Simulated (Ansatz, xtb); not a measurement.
Two isomers of C3H6GeN2S

Structure I is `Sn1ccn[c]1[GeH3]`, a singlet and structure II is `Sn1cnc[c]1[GeH3]`, a singlet. Both are isolated molecules in the gas phase, relaxed with PBE-D3(BJ)/def2-SVP; the shapes shown needn't be the lowest conformers.

I (Å):

```xyz
13

C    -1.2794   -1.8421   -2.3882
C    -0.4835   -2.6678   -1.6167
C     0.2938   -0.6663   -1.2939
Ge    1.3536    0.8471   -0.6550
N    -0.7815   -0.5622   -2.1743
N     0.4758   -1.9339   -0.9503
S    -1.3477    0.8856   -2.9277
H    -2.2477    1.2387   -1.9571
H    -2.1288   -2.0182   -3.0559
H    -0.5514   -3.7580   -1.5080
H     2.3881    0.2713    0.3353
H     0.4409    1.8763    0.0631
H     2.0670    1.5538   -1.8351
```

II (Å):

```tsv
atom	x (Å)	y (Å)	z (Å)
C	-1.6424	-1.2160	-2.8091
C	-0.0428	-2.1942	-1.7588
C	0.1391	-0.8421	-1.4909
Ge	1.4706	0.0989	-0.4358
N	-0.9147	-0.2251	-2.1776
N	-1.1380	-2.4095	-2.5699
S	-1.2061	1.4752	-2.2784
H	-1.9704	1.5817	-1.1463
H	-2.5220	-0.9758	-3.4215
H	0.5747	-3.0283	-1.4000
H	2.3924	-0.9910	0.1626
H	2.2986	1.0700	-1.3138
H	0.7982	0.9011	0.7090
```

Energies in hartree; the thermal terms are from GFN2-xTB frequencies at re-optimised GFN2-xTB minima (ideal gas, soft modes damped towards free rotors, one conformer each, 298.15 K, 1 atm) and include the zero-point energy:

|  | I | II |
| --- | --- | --- |
| E, CCSD(T)/def2-SVP | −2699.454228 | −2699.457007 |
| E, MP2/def2-SVP | −2699.369865 | −2699.372487 |
| E, MP2/def2-TZVPP | −2700.256477 | −2700.258800 |
| zero-point energy | 0.079366 | 0.079518 |
| H(298 K) − E | 0.088849 | 0.088906 |
| G(298 K) − E | 0.045055 | 0.045438 |

Problem. Correct the CCSD(T) difference for the basis set by the MP2 change, then work out ΔE, ΔE₀, ΔH and ΔG for I → II in kJ/mol (1 Eh = 2625.50 kJ/mol) and the equilibrium ratio [II]/[I].

Solution. 1. Differences II − I: CCSD(T) −0.002779, MP2 in the small set −0.002622, MP2 in the large set −0.002323 Eh.
2. ΔE = −0.002779 + (−0.002323 − (−0.002622)) = −0.002480 Eh = −6.51 kJ/mol.
3. ΔE₀ = ΔE + ΔZPE = −0.002480 + (+0.000152) Eh = −6.11 kJ/mol.
4. ΔH = ΔE + (+0.000057) Eh = −6.36 kJ/mol.
5. ΔG = ΔE + (+0.000383) Eh = −5.51 kJ/mol, so ΔS = (ΔH − ΔG)/T = −2.9 J/(mol K).
6. kT = 0.9442 mEh, so K = [II]/[I] = exp(−ΔG/kT) = exp(+2.22) ≈ 9.2.

Structure II is favoured at this temperature. An error of 4 kJ/mol in ΔG would change K by a factor of 5. GFN2-xTB, HF/STO-3G gave ΔE the other sign. Mirror images and further conformers aren't counted.

As drawn, both hold the same kinds of bond in the same numbers.

Other levels gave ΔE = +4.6 (GFN2-xTB); +2.7 (HF/STO-3G, GFN2-xTB geometries); −3.9 (r2SCAN-D4/def2-SVP, GFN2-xTB geometries); −5.3 (PBE-D3(BJ)/def2-SVP); −9.0 (HF/def2-SVP); −6.9 (MP2/def2-SVP); −7.3 (CCSD(T)/def2-SVP) kJ/mol. The correlated steps freeze 19 core orbitals; the filled d shell of Ge is correlated, in a basis made for valence electrons. Programs: Ansatz 0.2.0, xtb 6.7.1.
